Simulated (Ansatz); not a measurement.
Ansatz (a first-principles code) input (HF/3-21G): The .json file is the Basis Set Exchange's 3-21G.

Ansatz 0.2 input:
```yaml
crystal:
  periodic: [false, false, false]
  atoms:
    - {symbol: C, position_ang: [0.92400200, 1.57709700, -0.71102100]}
    - {symbol: Ge, position_ang: [0.01107000, 0.02168400, -0.02860400]}
    - {symbol: C, position_ang: [-1.91372600, 0.09047000, -0.34195000]}
    - {symbol: C, position_ang: [0.87282800, -1.64489100, -0.56542700]}
    - {symbol: F, position_ang: [0.18622200, 0.07276000, 1.73471100]}
    - {symbol: H, position_ang: [0.42040300, 2.52580300, -0.85458700]}
    - {symbol: H, position_ang: [1.98433400, 1.57230700, -0.93451500]}
    - {symbol: H, position_ang: [-2.32159500, 1.01949800, 0.05535600]}
    - {symbol: H, position_ang: [-2.12811500, 0.04028300, -1.41008300]}
    - {symbol: H, position_ang: [-2.40108200, -0.74750100, 0.15542200]}
    - {symbol: H, position_ang: [1.92601600, -1.62468300, -0.28669200]}
    - {symbol: H, position_ang: [0.39422600, -2.48731600, -0.06704400]}
    - {symbol: H, position_ang: [0.79693900, -1.78317300, -1.64452300]}
basis:
  gaussian:
    orbitals: 3-21G.json
hamiltonian:
  xc: {name: HF}
magnetization: {spin_polarized: true, initial_magnetization: 1}
relax: {f_tol: 0.003, max_steps: 120}
```

Output:

```
Functional definition: HF
integrals: 0.02 GiB planned
902 factors; integrals over basis functions are off by at most 6.3e-4 eV
mean field: 0.37 GiB planned
mean field evaluation 1: about -62092.1052 eV, gradient 2.4e1 eV
mean field evaluation 2: about -62092.1087 eV, gradient 2.4e1 eV
mean field evaluation 4: about -62094.7013 eV, gradient 2.1e0 eV
mean field evaluation 8: about -62094.7459 eV, gradient 4.5e-4 eV
mean field -62094.74559926 eV, -2281.9398114426 hartree, gradient 2.2e-5 eV, S^2 0.761123; 0 other end points of the search recorded, 0 dependent functions left out
the calculation of the forces begins
reference -62094.74559926 eV, -2281.9398114426 hartree; 34, 33 occupied and 41, 42 virtual orbitals, 902 factors
relax step   1: F+E_penalty+E_count = -62094.74559926 eV  Δ(F+E_penalty+E_count) = +0.000e0 eV  max|allowed force component| = 2.224e0 eV/Å  Δτ_max = 0.0000 Å  (33 SCF iters, accepted)
these checks for a lower state are left out or cut short: starts, cluster_reference, orbital_swaps, neighbouring_geometries, increment
integrals: 0.02 GiB planned
902 factors; integrals over basis functions are off by at most 6.4e-4 eV
mean field: 0.37 GiB planned
mean field evaluation 16: about -62094.8151 eV, gradient 1.9e-5 eV
mean field -62094.81510143 eV, -2281.9423656001 hartree, gradient 3.1e-5 eV, S^2 0.760861; 0 other end points of the search recorded, 0 dependent functions left out
the calculation of the forces begins
reference -62094.81510143 eV, -2281.9423656001 hartree; 34, 33 occupied and 41, 42 virtual orbitals, 902 factors
relax step   2: F+E_penalty+E_count = -62094.81510143 eV  Δ(F+E_penalty+E_count) = -6.950e-2 eV  max|allowed force component| = 8.345e-1 eV/Å  Δτ_max = 0.0680 Å  (34 SCF iters, accepted)
these checks for a lower state are left out or cut short: starts, cluster_reference, orbital_swaps, neighbouring_geometries, increment
integrals: 0.02 GiB planned
902 factors; integrals over basis functions are off by at most 6.3e-4 eV
mean field: 0.37 GiB planned
mean field -62094.82616606 eV, -2281.9427722179 hartree, gradient 3.1e-5 eV, S^2 0.761143; 0 other end points of the search recorded, 0 dependent functions left out
the calculation of the forces begins
reference -62094.82616606 eV, -2281.9427722179 hartree; 34, 33 occupied and 41, 42 virtual orbitals, 902 factors
relax step   3: F+E_penalty+E_count = -62094.82616606 eV  Δ(F+E_penalty+E_count) = -1.106e-2 eV  max|allowed force component| = 2.438e-1 eV/Å  Δτ_max = 0.0586 Å  (33 SCF iters, accepted)
these checks for a lower state are left out or cut short: starts, cluster_reference, orbital_swaps, neighbouring_geometries, increment
integrals: 0.02 GiB planned
902 factors; integrals over basis functions are off by at most 6.3e-4 eV
mean field: 0.37 GiB planned
mean field -62094.83124782 eV, -2281.9429589689 hartree, gradient 3.2e-5 eV, S^2 0.760995; 0 other end points of the search recorded, 0 dependent functions left out
the calculation of the forces begins
reference -62094.83124782 eV, -2281.9429589689 hartree; 34, 33 occupied and 41, 42 virtual orbitals, 902 factors
relax step   4: F+E_penalty+E_count = -62094.83124782 eV  Δ(F+E_penalty+E_count) = -5.082e-3 eV  max|allowed force component| = 8.982e-2 eV/Å  Δτ_max = 0.0299 Å  (27 SCF iters, accepted)
these checks for a lower state are left out or cut short: starts, cluster_reference, orbital_swaps, neighbouring_geometries, increment
integrals: 0.02 GiB planned
902 factors; integrals over basis functions are off by at most 6.4e-4 eV
mean field: 0.37 GiB planned
mean field evaluation 32: about -62094.8314 eV, gradient 2.1e-5 eV
mean field -62094.83144779 eV, -2281.9429663179 hartree, gradient 3.2e-5 eV, S^2 0.760944; 0 other end points of the search recorded, 0 dependent functions left out
the calculation of the forces begins
reference -62094.83144779 eV, -2281.9429663179 hartree; 34, 33 occupied and 41, 42 virtual orbitals, 902 factors
relax step   5: F+E_penalty+E_count = -62094.83144779 eV  Δ(F+E_penalty+E_count) = -2.000e-4 eV  max|allowed force component| = 1.890e-2 eV/Å  Δτ_max = 0.0123 Å  (28 SCF iters, accepted)
these checks for a lower state are left out or cut short: starts, cluster_reference, orbital_swaps, neighbouring_geometries, increment
integrals: 0.02 GiB planned
902 factors; integrals over basis functions are off by at most 6.4e-4 eV
mean field: 0.37 GiB planned
mean field -62094.83159108 eV, -2281.9429715835 hartree, gradient 3.1e-5 eV, S^2 0.760945; 0 other end points of the search recorded, 0 dependent functions left out
the calculation of the forces begins
reference -62094.83159108 eV, -2281.9429715835 hartree; 34, 33 occupied and 41, 42 virtual orbitals, 902 factors
relax step   6: F+E_penalty+E_count = -62094.83159108 eV  Δ(F+E_penalty+E_count) = -1.433e-4 eV  max|allowed force component| = 8.037e-3 eV/Å  Δτ_max = 0.0054 Å  (28 SCF iters, accepted)
these checks for a lower state are left out or cut short: starts, cluster_reference, orbital_swaps, neighbouring_geometries, increment
integrals: 0.02 GiB planned
902 factors; integrals over basis functions are off by at most 6.4e-4 eV
mean field: 0.37 GiB planned
mean field -62094.83160061 eV, -2281.9429719338 hartree, gradient 3.1e-5 eV, S^2 0.760942; 0 other end points of the search recorded, 0 dependent functions left out
the calculation of the forces begins
reference -62094.83160061 eV, -2281.9429719338 hartree; 34, 33 occupied and 41, 42 virtual orbitals, 902 factors
relax step   7: F+E_penalty+E_count = -62094.83160061 eV  Δ(F+E_penalty+E_count) = -9.533e-6 eV  max|allowed force component| = 1.325e-3 eV/Å  Δτ_max = 0.0025 Å  (29 SCF iters, accepted)
integrals: 0.02 GiB planned
902 factors; integrals over basis functions are off by at most 6.4e-4 eV
mean field: 0.37 GiB planned
mean field -62094.83160061 eV, -2281.9429719338 hartree, gradient 3.1e-5 eV, S^2 0.760942; 1 other end points of the search recorded, 0 dependent functions left out
the calculation of the forces begins
reference -62094.83160061 eV, -2281.9429719338 hartree; 34, 33 occupied and 41, 42 virtual orbitals, 902 factors
Total energy: -62094.83160061 eV, -2281.9429719338 hartree
Atom 0 at     0.915739     1.563945    -0.711637 Å, force    -0.000016    -0.000191     0.000523 eV/Å
Atom 1 at     0.021872     0.028461     0.058567 Å, force     0.001014     0.001284     0.001325 eV/Å
Atom 2 at    -1.888458     0.083379    -0.333225 Å, force    -0.000267    -0.001150    -0.000660 eV/Å
Atom 3 at     0.857635    -1.625552    -0.551094 Å, force    -0.001081    -0.000566    -0.000632 eV/Å
Atom 4 at     0.199206     0.095944     1.761517 Å, force    -0.000017     0.000182    -0.000404 eV/Å
Atom 5 at     0.418626     2.507353    -0.862500 Å, force    -0.000082     0.000126     0.000179 eV/Å
Atom 6 at     1.959931     1.553835    -0.975177 Å, force     0.000007    -0.000215    -0.000253 eV/Å
Atom 7 at    -2.338894     1.000070     0.031923 Å, force    -0.001031     0.000801    -0.000162 eV/Å
Atom 8 at    -2.052194     0.034473    -1.405714 Å, force    -0.000291     0.000478    -0.000381 eV/Å
Atom 9 at    -2.411112    -0.750455     0.122679 Å, force     0.000387    -0.000330     0.000559 eV/Å
Atom 10 at     1.914097    -1.646310    -0.306145 Å, force     0.001109    -0.000477    -0.000332 eV/Å
Atom 11 at     0.392651    -2.494951    -0.099168 Å, force    -0.000395     0.000122     0.000644 eV/Å
Atom 12 at     0.762423    -1.717852    -1.628983 Å, force     0.000665    -0.000066    -0.000405 eV/Å
Dipole moment:    -0.057243    -0.026032    -0.516411 e Å
```

The geometry given is a B3LYP-D3(BJ)/def2-TZVP minimum.
